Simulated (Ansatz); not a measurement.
Consider the redistribution: `O[SiH](O)[O][GeH3]` + `[SiH3][SiH2]BS` → `O[SiH2][O][GeH3]` + `OB(S)[SiH2][SiH3]`.

Calculated with Ansatz (gas phase, PBE0-D4/def2-TZVP geometries, no zero-point term in ΔE). CCSD(T)/CBS is the MP2 limit (def2-TZVPP, def2-QZVPP) plus CCSD(T) − MP2 in def2-TZVPP, frozen cores. Functionals use def2-TZVPP. B3LYP here is the variant with VWN-RPA as its local correlation; programs differ in this. For Ge outer-core shells are correlated without core-valence functions, which leaves a few kJ/mol of doubt a bond. Scalar relativity is left out up to krypton. Each species was taken in one conformer, which may not be the lowest.

```csv
level,ΔE (kJ/mol)
B3LYP-D4,8.9
PBE,3.7
HF/def2-TZVPP,16.6
MP2/def2-TZVPP,12.3
SCS-MP2/def2-TZVPP,11.8
CCSD(T)/def2-TZVPP,12.6
SCS-MP2/def2-QZVPP,12.9
CCSD/CBS(def2),15.6
```

(1) What does CCSD(T)/CBS give? (An estimate is asked.)

Largest T1 diagnostic among the species: 0.016.

Answers

(1) The calculation gave: +14.2 kJ/mol. The listed levels differ from it by -5.3, -10.5, 2.4, -1.9, -2.4, -1.6, -1.3, 1.4 kJ/mol.

From PBE to PBE0 (25 % exact exchange), in def2-TZVPP and without D4, ΔE moves by +4.3 kJ/mol. In def2-TZVPP, CCSD(T) changes the Hartree–Fock value by −4.0 kJ/mol (the triples alone add −1.4 kJ/mol) and MP2 by −4.3 kJ/mol.
